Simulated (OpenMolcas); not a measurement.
**Kr VI: the spin-orbit constant, worked from levels**

```json
{
 "Program": "OpenMolcas 26.06",
 "Basis": "ANO-RCC-VTZP [6s5p3d1f]",
 "Scalar Hamiltonian": "DKH2, point nucleus",
 "Active space": "3 electrons in 8 orbitals (4s 4p 5s 5p)",
 "State averaging": "2S+1 = 4 odd, 1 root; 2S+1 = 2 odd, 11 roots; 2S+1 = 4 even, 3 roots; 2S+1 = 2 even, 9 roots",
 "Spin-orbit coupling": "RASSI with atomic mean-field integrals over the reference wave functions, term energies averaged over their components"
}
```

Methods: CASSCF; MS-CASPT2, IPEA 0.25 Eh, imaginary shift 0.1 Eh (closed shells correlated: 3d). Measured levels: Saloman, J. Phys. Chem. Ref. Data 36, 215 (2007).

**The spin-orbit constant.** For the Hund term 2P* of p1, E(J) = (A/2) J(J+1) + constant and ζ = 2S·A = A. From J = 1/2 to J = 3/2 the energy changes by 1.5 A.

```json
{"Source": "CASSCF", "E(3/2) - E(1/2)": "7292.0", "A": "4861.3", "ζ": "4861"}
{"Source": "MS-CASPT2", "E(3/2) - E(1/2)": "7314.8", "A": "4876.5", "ζ": "4877"}
{"Source": "measured", "E(3/2) - E(1/2)": "8110.0", "A": "5406.7", "ζ": "5407"}
```

All in cm-1. MS-CASPT2 is off by -9.8 % and CASSCF by -10.1 %. Both methods take the spin-orbit matrix elements from the reference wave functions, so the second can move ζ only through the term energies and any multistate remixing.

Over all roots computed the reference weight is 0.90 to 0.99 in MS-CASPT2; the roots of lowest weight are the least certain, and an intruder state may touch them. Active for correlation alone: 5p 5s; no level in the range computed is led by a configuration that fills them, so any true level of that kind is missing. Computed and measured levels are paired by configuration, term and J; levels that our copy of the source lacks, or whose pairing is in doubt (as where it misses far off the trend of its configuration), stay unpaired and out of the deviations. Only configurations of the active space appear.

* marks odd parity.
